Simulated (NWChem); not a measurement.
Species: C₂H₇AlO₂; SMILES C[O][AlH][O]C

Program: NWChem. Pople sets run with spherical d functions. B3LYP is NWChem's, with the RPA form of VWN correlation. Each level has its own optimisation. One conformer.

| level | r Al–H (Å) | r Al–O (Å) | r C–O (Å) | r C–H (Å) | dipole (D) |
|---|---|---|---|---|---|
| B3LYP/6-31G* | 1.567 | 1.700 | 1.405 | 1.099 | 2.20 |
| Hartree-Fock/STO-3G | 1.464 | 1.667 | 1.413 | 1.097 | 0.88 |
| PBE0/def2-SVP | 1.566 | 1.689 | 1.383 | 1.106 | 1.94 |
